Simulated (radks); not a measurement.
Values are calculated unless marked as measured or tabulated.
Task: Radial electron density D(r) = 4 pi r^2 rho(r) of an atom or ion with 42 electrons. Code: a radial shooting solver on a logarithmic mesh with Libxc functionals. Model: scalar-relativistic Kohn-Sham, PBE, spin-polarised, spherical densities, point nucleus.

r (bohr)  D(r) (e/bohr)  spin D(r)
0.001063          5.878  -0.000109
0.001198          7.106  -0.000132
0.001351          8.570  -0.000159
0.001535          10.43  -0.000193
0.001731          12.51  -0.000231
0.001952          14.95  -0.000275
0.0022            17.79  -0.000326
0.002501          21.32  -0.000389
0.00282           25.13  -0.000456
0.003179          29.46  -0.000532
0.003613          34.67  -0.000622
0.004074          40.08  -0.000715
0.004593          45.98  -0.000813
0.005179          52.27  -0.000916
0.005886          59.28   -0.00103
0.006637          65.94   -0.00112
0.007483          72.42   -0.00121
0.008437          78.45   -0.00127
0.009589          84.01   -0.00128
0.01081           88.06   -0.00122
0.01219           90.69   -0.00102
0.01374           91.73  -0.000596
0.01562           91.08   0.000318
0.01761           89.08    0.00197
0.01986           86.26    0.00501
0.02257           83.26     0.0110
0.02545           81.49     0.0213
0.02869           81.75     0.0393
0.03235           84.80     0.0703
0.03677           91.33      0.126
0.04146           99.89      0.213
0.04674           109.3      0.348
0.0527            117.5      0.551
0.0599            122.3      0.866
0.06753           121.5       1.27
0.07614           115.7       1.79
0.08654           106.0       2.44
0.09758           97.22       3.07
0.11              92.42       3.61
0.124             93.53       3.90
0.141            100.00       3.77
0.159             106.6       3.13
0.1792            108.0       2.07
0.2021            100.6      0.887
0.2297            83.48     0.0340
0.259             64.01      0.191
0.292             48.05       1.61
0.3292            39.97       4.14
0.3741            39.48       7.32
0.4218            41.69       9.66
0.4756            41.08       10.5
0.5406            34.72       9.42
0.6095            24.95       7.14
0.6872            14.97       4.53
0.7748            7.419       2.39
0.8806            2.800      0.968
0.9929           0.8926      0.332
1.119            0.2223     0.0892
1.262           0.04212     0.0182
1.435          0.005109    0.00238
1.617         0.0004982   0.000247

What is the nuclear charge?

Result: Z = 68. The innermost maximum, from 1s, lies near gamma/Z bohr with gamma = sqrt(1 - (Z/c)^2) = 0.868, here 0.0128 bohr (found: 0.0140), and its height grows with Z. The density is that of the erbium ion Er26+ in [Kr] 4d6; the configuration itself is not fixed sharply by these data, and Z only to a few units. D(r) has 4 maxima, at r = 0.0140, 0.0623, 0.174, 0.443 bohr, and minima at 0.0267, 0.115, 0.354 bohr, inside which lie 1.92, 11.13, 29.21 electrons.
